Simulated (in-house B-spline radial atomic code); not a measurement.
## Ionising Sb III (Sb2+) with different functionals

Computed with a B-spline radial code for spherical atoms: non-relativistic Hamiltonian, point nucleus, spin-polarised at highest spin, spherical fractional occupations for the functionals, and exact exchange of hybrids averaged over the configuration. The ionisation energy is the difference of two self-consistent energies, [Kr] 4d10 5s2 5p1 → [Kr] 4d10 5s2, without Breit or QED terms; ε is the level of the shell that loses the electron (its least bound occupied spin orbital). There is no spin-orbit coupling in this Hamiltonian.

| method | rung | ΔSCF (eV) | -ε(5p) (eV) |
| --- | --- | --- | --- |
| PBE0 | global hybrid | 24.59 | 21.58 |
| B3LYP | global hybrid | 24.73 | 21.39 |
| TPSSh | global hybrid | 24.47 | 20.90 |
| M06-2X | global hybrid | 24.36 | 22.78 |
| BHandHLYP | global hybrid | ? | ? |
| r2SCAN0 | global hybrid | 24.60 | 21.71 |
| B97-1 | global hybrid | 24.44 | 21.22 |
| HSE06 | range-separated hybrid | ? | ? |
| wB97X | range-separated hybrid | 24.61 | 23.83 |
| CAM-B3LYP | range-separated hybrid | 24.81 | 23.00 |
| LC-wPBE | range-separated hybrid | 24.76 | 24.40 |

Task: What does HSE06 give?

Result: ΔSCF 24.64 eV, and -ε(5p) = 21.18 eV.

Task: What does BHandHLYP give?

Result: ΔSCF 24.60 eV, and -ε(5p) = 22.56 eV.

Task: Among the functionals, which spreads more, the ΔSCF values or the orbital energies?

Result: The orbital energies: ΔSCF values span about 0.45 eV and the orbital energies 3.51 eV; here energy differences depend much less on the functional than eigenvalues do.

Task: How do they compare with the NIST value?

Result: NIST lists 25.323 eV (measured, ground level to ground level). Errors run from -0.96 to -0.52 eV. The correlated functionals all miss on the same side by more than they spread, so the cause is common to them (relativity, Breit-QED terms, multiplet and fine-structure energies, or a listed next ion that isn't the cheapest removal here) and closeness doesn't rank the functionals.
